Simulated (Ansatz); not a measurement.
Stepwise reaction of `BrB(Br)Br` with hydrogen fluoride, as a gas-phase model of exchange steps in deposition or etching. ΔE in kJ/mol; ΔG adds harmonic PBE0-D4 terms to CCSD(T)/CBS, at 1 bar.

Isolated molecules relaxed with PBE0-D4/def2-TZVP in Ansatz; ΔE leaves out vibrations. CCSD(T)/CBS is the MP2 limit (def2-TZVPP, def2-QZVPP) plus CCSD(T) − MP2 in def2-TZVPP, frozen cores. This one scheme is used for every species. Functionals use def2-TZVPP. B3LYP here is the variant with VWN-RPA as its local correlation; programs differ in this. For Br outer-core shells are correlated without core-valence functions, which leaves a few kJ/mol of doubt a bond. Scalar relativity is left out up to krypton.

```csv
step,reaction,PBE-D4,B3LYP-D4,ωB97M-V,CCSD(T)/CBS,ΔG(600 K)
1,`BrB(Br)Br` + H–F → `FB(Br)Br` + HBr,-60.4,-71.4,-71.9,-57.1,-68.2
2,`FB(Br)Br` + H–F → `FB(F)Br` + HBr,-66.0,-77.3,-77.2,-66.7,-71.6
```

**Question.** Give the row of step 3, `FB(F)Br` + H–F → `FB(F)F` + HBr. (Estimate.)

**Answer.** Ansatz gave: 
```json
{"step": "3", "reaction": "`FB(F)Br` + H–F → `FB(F)F` + HBr", "PBE-D4": "-67.7", "B3LYP-D4": "-79.2", "ωB97M-V": "-77.6", "CCSD(T)/CBS": "-71.7", "ΔG(600 K)": "-70.7"}
```

**Question.** By hand: ΔE of the 3 steps together at CCSD(T)/CBS.

**Answer.** (-57.1) + (-66.7) + (-71.7) = -195.5 kJ/mol, or -65.2 kJ/mol a step.

In ΔE each step is lower than the one before. All are downhill at CCSD(T)/CBS. ΔG lies between -71.6 and -68.2 kJ/mol a step. PBE-D4 differs from CCSD(T)/CBS by -3.3 to 4.0 kJ/mol a step. Isolated molecules leave out the surface, adducts and barriers. Largest T1 diagnostic: 0.012.
